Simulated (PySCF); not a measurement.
Compound: C₃H₃ClF₂Ge.
SMILES with atom numbers: `[F:1][C:2]1=[CH:3][C@@H:4]([F:5])[Ge@H:6]1[Cl:7]` (hydrogens: H8 on C3; H9 on C4; H10 on Ge6)

Method: PBE0-D3(BJ)/def2-SVP geometry optimisation, gas phase in PySCF 2.14.0.

List the bond lengths, angles and torsions at this level.

| bond | length (Å) |
| --- | --- |
| F1–C2 | 1.313 |
| C2=C3 | 1.347 |
| C3–C4 | 1.505 |
| C4–F5 | 1.371 |
| C4–Ge6 | 2.005 |
| Ge6–Cl7 | 2.151 |
| C2–Ge6 | 1.947 |
| C3–H8 | 1.096 |
| C4–H9 | 1.103 |
| Ge6–H10 | 1.536 |

A selection of angles:
| angle | degrees |
| --- | --- |
| F1–C2–C3 | 127.4 |
| F1–C2–Ge6 | 138.0 |
| C3–C2–Ge6 | 94.5 |
| C2–C3–C4 | 107.0 |
| C2–C3–H8 | 127.7 |
| C4–C3–H8 | 125.3 |
| C3–C4–F5 | 113.4 |
| C3–C4–Ge6 | 87.5 |
| C3–C4–H9 | 114.4 |
| F5–C4–Ge6 | 114.9 |
| F5–C4–H9 | 108.2 |
| Ge6–C4–H9 | 117.4 |
| C4–Ge6–Cl7 | 114.1 |
| C4–Ge6–H10 | 124.9 |
| Cl7–Ge6–H10 | 107.1 |
| C2–Ge6–C4 | 71.0 |
| C2–Ge6–Cl7 | 115.1 |
| C2–Ge6–H10 | 121.3 |

Dihedral angles: F1–C2–C3–C4 -177° (antiperiplanar); C2–C3–C4–F5 -115° (anticlinal); C3–C4–Ge6–Cl7 -110° (anticlinal); F1–C2–Ge6–C4 176° (antiperiplanar).

The 4-membered ring C2–C3–C4–Ge6 has internal angles of 71.0° to 107.0° (sum 360°, against 360° for a flat polygon); it is planar, 0.01 Å rms from its mean plane, widest ring torsion 1°. The 2 C–F bonds span 1.313 Å (F1–C2, drawn single) to 1.371 Å (C4–F5, drawn single), a spread of 0.058 Å. The 2 C–Ge bonds span 1.947 Å (C2–Ge6, drawn single) to 2.005 Å (C4–Ge6, drawn single), a spread of 0.058 Å. Ge6 (germanium bonded to 2 C, Cl and H) has angles from 71.0° to 124.9°. The 2 C–C bonds span 1.347 Å (C2=C3, drawn double) to 1.505 Å (C3–C4, drawn single), a spread of 0.158 Å.

Point group: C1 (no symmetry element, even within 0.4 Å). Not checked by PBE0-D3(BJ)/def2-SVP frequencies.
